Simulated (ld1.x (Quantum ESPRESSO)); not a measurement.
## Pseudopotential generation for As (Z = 33): TM, PBE, scalar-relativistic.

ld1.x (Quantum ESPRESSO) 7.5 input, shortened:

```
&input
   title='As', zed=33., rel=1, dft='PBE', iswitch=3,
   config='[Ar] 3d10 4s2 4p3 4d-2'
 /
 &inputp
   pseudotype=2, tm=.true., lloc=-2, rcloc=1.30,
   nlcc=.false.
 /
3
4S  1  0   2.00   0.00  1.45  1.45  0.0
4P  2  1   3.00   0.00  1.70  1.70  0.0
4D  3  2  -2.00   0.40  1.65  1.65  0.0
 &test
   configts(1)='4s2 4p3'
 /
```

All-electron outer shells of the reference configuration (PBE, scalar-relativistic, ld1.x):

```json
{"shell": "3p", "level (eV)": "-133.68", "outermost node (bohr)": "0.22", "outermost maximum (bohr)": "0.52"}
{"shell": "3d", "level (eV)": "-40.65", "outermost node (bohr)": "–", "outermost maximum (bohr)": "0.47"}
{"shell": "4s", "level (eV)": "-14.49", "outermost node (bohr)": "0.73", "outermost maximum (bohr)": "1.61"}
{"shell": "4p", "level (eV)": "-5.19", "outermost node (bohr)": "0.78", "outermost maximum (bohr)": "2.00"}
```

(1) Estimate the cutoffs (Ry, on a coarse ladder) from which the occupation-weighted sum of valence levels, in a spherical-Bessel basis at the reference potential, stays within 10 and 1 mRy of its value at 400 Ry.

(2) Does the potential have ghost states?

(3) Which valence shell sets the plane-wave cutoff?

(4) Tests: 4s2 4p2; 4s2 4p1; 4s2 4p0; 4s2 4p2.5; 4s1 4p3; 4s2 4p3.3; 4s1 4p4. Which has the largest error in its energy relative to the reference configuration, and how large is it?

Answers

(1) 35 Ry and 50 Ry.

(2) Ghost state, extra bound levels that the all-electron valence spectrum of the same l lacks: d at -4828.6 eV. A true bound ghost makes a file unfit for plane-wave use.

(3) 4s: its level needs 45 Ry to come within 1 mRy, against 21 Ry for 4p.

(4) 4s2 4p0, with -12 meV (all-electron minus pseudo) on +54.77 eV.
